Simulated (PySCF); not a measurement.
C3H6FNSi, SMILES N#CCC[SiH2]F.

The structure is a stationary point at B3LYP-D3(BJ)/def2-SVP. This is a generated structure with no PubChem entry under its InChIKey; it may be hypothetical. Other conformers were not sampled.

Calculation: ωB97X/def2-TZVP (PySCF).

**Question.** Estimate the frontier levels, gap, dipole moment and polarisability. (Estimate from the structure and the level; the computed values follow.)

**Answer.** 
| Quantity | Result |
|---|---|
| highest occupied level | -11.58 eV |
| lowest empty level | 1.77 eV |
| orbital gap | 13.35 eV |
| dipole moment | 3.46 D |
| quadrupole, principal values (traceless, Buckingham form, about the centre of nuclear charge) | -19.86, 8.06, 11.80 D·Å |
| mean static polarisability | 61.1 bohr³ (9.05 Å³) |
| polarisability, principal values | 52.9, 60.6, 69.7 bohr³ |
